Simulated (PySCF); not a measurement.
## Working out the ionisation energy of Sc

Sc [Ar] 3d1 4s2 (2D) → Sc⁺ [Ar] 3d1 4s1 (3D). Calculation: PySCF 2.14, in cc-pVDZ; no relativity, point nucleus. Frozen: [Ar]. Energies in hartree (1 hartree = 27.21139 eV):

| part | Sc (lower) | Sc⁺ (upper) |
| --- | --- | --- |
| UHF | -759.737891 | -759.540573 |
| MP2 opposite-spin | -0.023890 | 0.000000 |
| MP2 same-spin | -0.002407 | -0.002396 |

Q: What does Hartree-Fock give?

A: (-759.540573) − (-759.737891) = 0.197318 hartree = 5.369 eV.

Q: What do MP2 and SCS-MP2 (6/5 opposite-spin, 1/3 same-spin) give?

A: The opposite-spin parts differ by 0.650 eV and the same-spin parts by 0.000 eV. MP2: 5.369 + (0.650) + (0.000) = 6.019 eV. SCS-MP2: 5.369 + 1.2 × (0.650) + (0.000)/3 = 6.149 eV.

Measured between the centres of the two terms (NIST): 6.562 eV, so MP2 (valence) is off by -0.543 eV.

The calculation is non-relativistic.

A double-zeta basis recovers only part of the correlation energy.

What remains against the reference includes basis incompleteness, the frozen core and correlation beyond second order.
